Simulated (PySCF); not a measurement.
C6H18BN3, SMILES CN(C)B(N(C)C)N(C)C. The structure is a stationary point at PBE0-D3(BJ)/def2-SVP. The isomer is the one that the SMILES or the coordinates give; other isomers of the formula were not compared. One conformer was computed; it need not be the lowest.

All values below come from PBE0-D3(BJ)/def2-SVP in PySCF.

Harmonic wavenumbers (cm⁻¹): 89, 89, 137, 151, 151, 156, 231, 232, 237, 237, 262, 262, 293, 294, 328, 335, 358, 358, 491, 491, 613, 682, 957, 957, 1063, 1079, 1079, 1081, 1118, 1118, 1121, 1142, 1142, 1170, 1173, 1173, 1281, 1304, 1304, 1365, 1417, 1418, 1418, 1434, 1434, 1450, 1450, 1450, 1458, 1458, 1458, 1463, 1467, 1467, 1481, 1481, 1481, 1509, 1550, 1550, 2980, 2981, 2981, 2986, 2986, 2993, 3033, 3033, 3034, 3042, 3042, 3042, 3164, 3165, 3165, 3166, 3166, 3166. Rotational constants (GHz): 1.311, 1.311, 0.7576; symmetry number 6.

Problem. Work out the zero-point energy and the ideal-gas rigid-rotor harmonic-oscillator thermochemistry at 298.15 K and 1 atm.

Solution. ZPE = ½ Σ hcν = ½ × 111518 cm⁻¹ = 667.03 kJ/mol. H − E(el) = 704.92 kJ/mol. Entropy in J/(mol K): translation 170.64, rotation 110.17, vibration 166.96, total 447.77. G − E(el) = 571.41 kJ/mol. Cp = 211.44 J/(mol K). Modes under 150 cm⁻¹ make the vibrational entropy uncertain.
